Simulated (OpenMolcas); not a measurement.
S2+: effect of the level shift or regulariser

| Quantity | Value |
| --- | --- |
| Program | OpenMolcas 26.06 |
| Basis | ANO-RCC-VQZP [6s5p3d2f1g] |
| Scalar Hamiltonian | DKH2, point nucleus |
| Active space | 2 electrons in 9 orbitals (RAS2 3p; RAS3 3d 4s, at most 1 electron) |
| State averaging | 2S+1 = 3 even, 3 roots; 2S+1 = 1 even, 6 roots; 2S+1 = 3 odd, 18 roots; 2S+1 = 1 odd, 18 roots |
| Spin-orbit coupling | RASSI with atomic mean-field integrals over the reference wave functions, term energies averaged over their components |

Methods on the same reference wave functions:
A. RASSCF
B. MS-RASPT2, IPEA 0.25 Eh, imaginary shift 0.1 Eh (closed shells correlated: 2s 2p 3s)
C. MS-RASPT2, IPEA 0.25 Eh, real shift 0.2 Eh (closed shells correlated: 2s 2p 3s)

Energies in eV above 3s² 3p² ³P₀, the measured ground level; measured values from NIST levels in Podobedova, Kelleher and Wiese, J. Phys. Chem. Ref. Data 38, 171 (2009).

```json
{"Level": "3s² 3p² ³P₀", "A": "0.0000", "B": "0.0000", "C": "0.0000", "Measured": "0.0000"}
{"Level": "3s² 3p² ³P₁", "A": "0.0328", "B": "0.0329", "C": "0.0329", "Measured": "0.0370"}
{"Level": "3s² 3p² ³P₂", "A": "0.0936", "B": "0.0934", "C": "0.0934", "Measured": "0.1033"}
{"Level": "3s² 3p² ¹D₂", "A": "1.7702", "B": "1.382", "C": "1.386", "Measured": "1.4038"}
{"Level": "3s² 3p² ¹S₀", "A": "4.3000", "B": "4.015", "C": "4.019", "Measured": "3.3675"}
{"Level": "3s² 3p 3d ³F°₂", "A": "15.1588", "B": "15.096", "C": "15.102", "Measured": "15.1408"}
{"Level": "3s² 3p 3d ³F°₃", "A": "15.1932", "B": "15.128", "C": "15.133", "Measured": "15.1762"}
{"Level": "3s² 3p 3d ³F°₄", "A": "15.2384", "B": "15.174", "C": "15.179", "Measured": "15.2251"}
{"Level": "3s² 3p 3d ¹D°₂", "A": "15.8780", "B": "14.250", "C": "14.392", "Measured": ""}
{"Level": "3s² 3p 3d ³P°₂", "A": "17.2306", "B": "16.093", "C": "16.209", "Measured": ""}
{"Level": "3s² 3p 3d ³P°₁", "A": "17.2561", "B": "16.125", "C": "16.238", "Measured": ""}
{"Level": "3s² 3p 3d ³P°₀", "A": "17.2705", "B": "16.148", "C": "16.266", "Measured": ""}
{"Level": "3s² 3p 3d ³D°₁", "A": "17.6168", "B": "16.235", "C": "16.310", "Measured": ""}
{"Level": "3s² 3p 3d ³D°₂", "A": "17.6306", "B": "16.249", "C": "16.323", "Measured": ""}
{"Level": "3s² 3p 3d ³D°₃", "A": "17.6443", "B": "16.257", "C": "16.326", "Measured": ""}
{"Level": "3s² 3p 4s ³P°₀", "A": "18.0097", "B": "17.831", "C": "17.832", "Measured": "18.1882"}
{"Level": "3s² 3p 4s ³P°₁", "A": "18.0338", "B": "17.857", "C": "17.858", "Measured": "18.1931"}
{"Level": "3s² 3p 4s ³P°₂", "A": "18.0978", "B": "17.927", "C": "17.927", "Measured": "18.2439"}
{"Level": "3s² 3p 4s ¹P°₁", "A": "18.4645", "B": "18.217", "C": "18.233", "Measured": "18.3991"}
{"Level": "3s² 3p 3d ¹P°₁", "A": "20.0441", "B": "18.562", "C": "18.686", "Measured": ""}
{"Level": "3s² 3p 3d ¹F°₃", "A": "20.4145", "B": "19.407", "C": "19.425", "Measured": "19.5412"}
```

Deviations, from unrounded energies. A percentage is the sum of absolute deviations over the sum of measured energies, with the sign that they share, or ± where signs differ.

| Against measurement | Levels | A | B | C |
| --- | --- | --- | --- | --- |
| mean absolute deviation (cm-1) | 12 | 1900 | 1400 | 1400 |
| fine structure of the ground term (%) | 2 | -9.9 | -10.0 | -10.0 |
| other terms of the ground configuration (%) | 2 | +27.2 | ±14.0 | ±14.0 |
| other configurations (%) | 8 | ±1.1 | -1.1 | -1.0 |

B, C lie about equally close to measurement and A furthest from it. The largest miss of C in the table is 3s² 3p² ¹S₀, by +5300 cm-1. The ranking rests on the paired levels alone, and a cruder setting can come out closer through cancelling errors.

Between B and C the level of the table that moves most is 3s² 3p 3d ¹D°₂, by 1100 cm-1 (lowest in B, highest in C). Moves below CASPT2's spread within the term are not significant.

The mean deviations of B to C differ by less than CASPT2's widest spread within a term (210 cm-1), so their order carries little weight.

From A to B the spin-free energies of the other terms of 3s² 3p² shown, above ³P, scale by factors of 0.77 to 0.93.

The lowest spin-free term lies below A's lowest term by 0.116 hartree in B, 0.116 hartree in C.

CASPT2 breaks the degeneracy within a term, and the mean is taken; among the terms shown or strongly mixed into the levels shown the widest spread is 210 cm-1 (3s² 3p 3d ³P°, B). Over all roots computed the reference weight is 0.87 to 0.97 in B, 0.92 to 0.97 in C; the roots of lowest weight are the least certain, and an intruder state may touch them. ANO sets are built for valence states and can reach diffuse excited orbitals poorly, and with the s shell closed the s pⁿ⁺¹ terms that mix with these levels are absent. With the s shell closed, the reference lacks s² → p² mixing. Some terms miss by over 15 % even with CASPT2, which points to a basis or an active space too small for the shells correlated (holds for B; C). Measured partners are found by configuration, term and J. A level has none where our copy of the source lacks it or the pairing is in doubt (some pairs that miss far off the trend of their configuration count as doubtful), and it then counts in no deviation. Only configurations of the active space appear.

° marks odd parity.
